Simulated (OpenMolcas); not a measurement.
# Ionisation energies of lead

```yaml
Program: OpenMolcas 26.06
Basis: ANO-RCC-VDZP [7s6p4d2f1g]
Scalar_Hamiltonian: DKH2, point nucleus
Spin-orbit_coupling: RASSI with atomic mean-field integrals over the reference wave functions, term energies averaged over their components
```

Active shells in each charge state: the valence s, p shells, with orbitals averaged over the low states. Where CASPT2's correlated closed shells are named, they are those of the first ion.

A. CASSCF
B. SS-CASPT2, IPEA 0.25 Eh, imaginary shift 0.1 Eh (closed shells correlated: 4f 5s 5p 5d)

Energies in eV between the lowest computed levels (charge -1 gives the electron affinity), named as in B; reference values from the NIST Atomic Spectra Database with their kind.

| From | To | A | B | Spin-orbit share in B | Reference |
| --- | --- | --- | --- | --- | --- |
| Pb- 6s2 6p3 4S* 3/2 | Pb 6s2 6p2 3P0 | -0.519 | -0.086 | -1.036 |  |
| Pb 6s2 6p2 3P0 | Pb+ 6s2 6p 2P* 1/2 | 6.596 | 7.125 | +0.083 | 7.417 (measured) |
| Pb+ 6s2 6p 2P* 1/2 | Pb2+ 6s2 1S0 | 13.964 | 14.840 | +1.130 | 15.032 (measured) |
| Pb2+ 6s2 1S0 | Pb3+ 6s 2S 1/2 | 30.464 | 31.606 | +0.000 | 31.937 (measured) |
| Pb3+ 6s 2S 1/2 | Pb4+ 5d10 1S0 | 40.419 | 41.997 | +0.000 | 42.333 (measured) |

Error against the reference values, in %:

```
From  Reference      A     B
  Pb   measured  -11.1  -3.9
 Pb+   measured   -7.1  -1.3
Pb2+   measured   -4.6  -1.0
Pb3+   measured   -4.5  -0.8
```

Mean absolute error over the 4 measured values: A 1.32 eV, B 0.29 eV. B lies closest.

No diffuse functions were added, so the electron affinity comes out too small, and without dynamic correlation a bound anion can come out unbound.

* marks odd parity.
